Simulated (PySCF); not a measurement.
**Simulated absorption spectrum**

Compound: C₄H₉N₂P.
SMILES with atom numbers: `[CH3:1][N:2]([CH3:3])[P:4]1(=[NH:5])[CH:6]=[CH:7]1` (hydrogens: H8, H9, H10 on C1; H11, H12, H13 on C3; H14 on N5; H15 on C6; H16 on C7)

Cartesian coordinates in Å at the GFN2-xTB level; atoms count from 1:
```
atom  x, y, z in Å
C1    -0.827   -1.223   -0.777
N2    -0.647    0.047   -0.121
C3    -1.740    0.457    0.733
P4     0.871    0.730    0.131
N5     0.991    2.181    0.676
C6     2.176   -0.439    0.484
C7     2.079   -0.185   -0.841
H8     0.065   -1.457   -1.354
H9    -1.006   -2.030   -0.057
H10   -1.682   -1.166   -1.455
H11   -1.456    1.369    1.258
H12   -2.634    0.651    0.133
H13   -1.982   -0.311    1.476
H14    0.319    2.833    0.296
H15    2.831   -0.994    1.129
H16    2.635   -0.455   -1.723
```

Computed with TDDFT B3LYP/def2-SVPD, vertical, gas phase, core orbitals frozen in the response in PySCF.

Each state is given a Gaussian of 0.4 eV full width at half maximum, with ε(max) = 2.175×10⁸ f / Δν̃ (Δν̃ the width in cm⁻¹). The cross-section is σ = 3.8235×10⁻²¹ ε cm², given in Mb (10⁻¹⁸ cm²). The width is an assumption, not a result. The curve ends short of the highest state used, and states not computed would add to its high-energy end.

λ (nm), σ (Mb) and a bar:
```
    212.4       5.94 ##############################
    216.2       4.84 ########################
    220.0       4.43 ######################
    223.8       4.20 #####################
    227.6       3.47 ##################
    231.4       2.35 ############
    235.2       1.41 #######
    239.0       1.00 #####
    242.8       1.11 ######
    246.6       1.48 #######
    250.4       1.78 #########
    254.2       1.79 #########
    258.0       1.52 ########
    261.8       1.09 ######
    265.6       0.69 ###
    269.4       0.41 ##
    273.2       0.30 #
    277.0       0.32 ##
    280.8       0.46 ##
    284.6       0.66 ###
    288.4       0.85 ####
    292.2       1.00 #####
    296.0       1.05 #####
    299.8       0.99 #####
    303.6       0.86 ####
    307.4       0.69 ###
    311.2       0.50 ###
    315.0       0.34 ##
    318.8       0.22 #
    322.6       0.13 #
    326.4       0.07 
    330.2       0.04 
    334.0       0.02 
    337.8       0.01 
    341.6       0.00 
    345.4       0.00
```

Task: Locate the maxima and give the states behind the curve.

Result: 296 nm (4.19 eV), ε about 270, made up of S1 (100%); 252 nm (4.91 eV), ε about 480, made up of S2 (100%) (ε in L mol⁻¹ cm⁻¹; maxima over ε = 5, shares over 10%). At its high-energy end, 5.84 eV, the curve is still rising (ε about 1600, from S4 and S5). The states used: S1 4.19 eV (f 0.0041); S2 4.91 eV (f 0.0071); S3 5.45 eV (f 0.0023); S4 5.55 eV (f 0.013); S5 5.94 eV (f 0.021); S6 6.05 eV (f 0.0035); S7 6.29 eV (f 0.011); S8 6.44 eV (f 0.011).

Task: Coming from long wavelengths, where does ε first pass 100 L mol⁻¹ cm⁻¹?

Result: At about 314 nm (3.95 eV), 0.24 eV below S1.

Task: What would ε be at 4.91 eV, the highest of these maxima, with half the width (0.2 eV)?

Result: About 952 L mol⁻¹ cm⁻¹ against 478, a factor of about 1.99; a lone state at its own centre would give exactly 2.

Task: On this curve, what absorbance would a 10⁻⁵ mol/L sample give at 254 nm over a 1 cm path?

Result: 254 nm is 4.881 eV, where ε is about 470 L mol⁻¹ cm⁻¹, so A = ε c l ≈ 0.0047 (Beer–Lambert, with the gas-phase spectrum and the assumed width).

One conformer stands for the species.
